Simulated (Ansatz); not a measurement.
`N[SiH](F)F` + H₂S → `F[SiH](F)S` + NH₃ at 500 K and 1 bar (ligand exchange at the Si–N bond).

Gas-phase electronic energies from Ansatz, PBE0-D4/def2-TZVP geometries. CCSD(T)/CBS is the MP2 limit (def2-TZVPP, def2-QZVPP) plus CCSD(T) − MP2 in def2-TZVPP, frozen cores. This one scheme is used for every species. One conformer a species, not always the lowest.

```csv
species,CCSD(T)/CBS energy (Eh),H − E (kJ/mol),S (J/(mol·K))
`N[SiH](F)F`,-545.34917,143.1,355.2
H₂S,-398.97279,57.0,224.0
`F[SiH](F)S`,-887.80771,99.2,360.5
NH₃,-56.50880,108.2,211.8
```

H − E and S are ideal-gas, rigid-rotor, harmonic terms from PBE0-D4/def2-TZVP, for one conformer and one mirror image of each species. 1 Eh = 2625.50 kJ/mol, R = 8.31446 J/(mol·K).

Problem. By hand: ΔE, ΔH, ΔS and ΔG.

Solution. ΔE = (-887.80771) + (-56.50880) − (-545.34917) − (-398.97279) = 0.00545 Eh = 14.3 kJ/mol. Δ(H − E) = 99.2 + 108.2 − 143.1 − 57.0 = 7.3, so ΔH = 21.6 kJ/mol. ΔS = 360.5 + 211.8 − 355.2 − 224.0 = -6.9 J/(mol·K). ΔG = 21.6 − 500 × (-6.9)/1000 = 25.1 kJ/mol.

Problem. By hand: the equilibrium constant, and the temperature at which ΔG would vanish if ΔH and ΔS stayed fixed.

Solution. log₁₀ K = −ΔG/(RT ln 10) = -2.6. ΔH and −TΔS have one sign here, so there is no such temperature.

The number of gas molecules stays the same, so ΔS is small and ΔH decides. A doubt of 5 kJ/mol in ΔE shifts log₁₀ K by 0.5 here. Other conformers and mirror images would add mixing entropy, several J/(mol·K) or more a flexible species. These are equilibria of isolated gas molecules and say nothing of rates. Largest T1 diagnostic: 0.012 (customary marks: 0.02 for closed shells, 0.045 for open ones).

ΔS is within the doubt of such terms, so its sign, and with it that verdict, could turn.
